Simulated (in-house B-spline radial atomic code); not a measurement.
# Ca VI (Ca5+): [Ne] 3s2 3p2 5f1 (an excited or competing configuration)

All numbers are computed (Dirac-Hartree-Fock, average of configuration; Fermi nucleus of rms radius 3.4776 fm) with a radial B-spline atomic code at the basis-set limit, not measured.

Z_r = [3n² - l(l+1)]/(2<r>); Z_e = n√(-2ε); the last column is Slater's effective charge. Values are occupation-weighted means over j.

```csv
shell,electrons,ε (eV),<r> (bohr),Z_r,Z_e,Slater
1s,2,-4191.3,0.07674,19.55,17.55,19.70
2s,2,-561.09,0.359,16.71,12.84,15.85
2p,6,-470.63,0.3247,15.40,11.76,15.85
3s,2,-139.36,1.052,12.83,9.60,10.15
3p,2,-118.76,1.091,11.45,8.86,10.15
5f,1,-20.044,5.072,6.21,6.07,6.00
```

The least bound orbital is 5f7/2 at -20.04 eV, and it is also the most diffuse (<r> = 5.073 bohr).

Spin-orbit splittings of the orbital energies (j = l + 1/2 above j = l - 1/2 when positive): 2p 3.824 eV, 3p 0.5276 eV, 5f 0.0006182 eV.

For the 1s electron the small component carries 0.511 % of the norm, the zero-frequency Breit interaction raises the level by 3.586 eV, self-energy by 1.668 eV, and vacuum polarisation lowers it by 0.1233 eV.

The density falls to 0.001 bohr⁻³ at 2.615 bohr; Σ<r²> = 35.705 bohr² gives, by the non-relativistic formula and without the paramagnetism of open shells, a Langevin diamagnetic susceptibility of -28.28×10⁻⁶ cm³/mol.
